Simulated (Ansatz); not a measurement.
C2H6GaN (`CC#[N+][GaH3-]`), relaxed with RKS PBE-D4/def2-SVP in Ansatz 0.2.0 from a rough embedded geometry. The force threshold is 0.03 eV/Å; the program also tests the step.

The species carries charge 0 and has multiplicity 1.

Start:

```xyz
10

C     1.338    0.464    1.698
C     0.469    0.160    0.630
N    -0.228   -0.058   -0.234
Ga   -1.313   -0.438   -1.778
H     0.977   -0.054    2.666
H     2.386    0.062    1.538
H     1.395    1.530    1.913
H    -2.282    0.827   -2.004
H    -2.265   -1.767   -1.394
H    -0.478   -0.727   -3.036
```

(1) By how much does the energy fall, and how many steps does the optimiser take? (Best estimate.)

(2) Which bonds change most? (Estimate.)

(3) Give the relaxed structure. (An estimate is asked.)

Answers

(1) Ansatz gave: 0.54 eV, in 4 steps.

(2) Ansatz gave: N3–Ga4 from 1.924 to 2.135 Å; Ga4–H9 from 1.680 to 1.588 Å; Ga4–H10 from 1.537 to 1.589 Å; C1–H5 from 1.155 to 1.108 Å.

(3) Computed: 
```xyz
10

C     1.358    0.446    1.747
C     0.480    0.160    0.628
N    -0.224   -0.070   -0.273
Ga   -1.500   -0.493   -1.931
H     0.979   -0.048    2.664
H     2.379    0.073    1.534
H     1.405    1.539    1.923
H    -2.286    0.887   -1.955
H    -2.230   -1.765   -1.321
H    -0.362   -0.728   -3.015
```
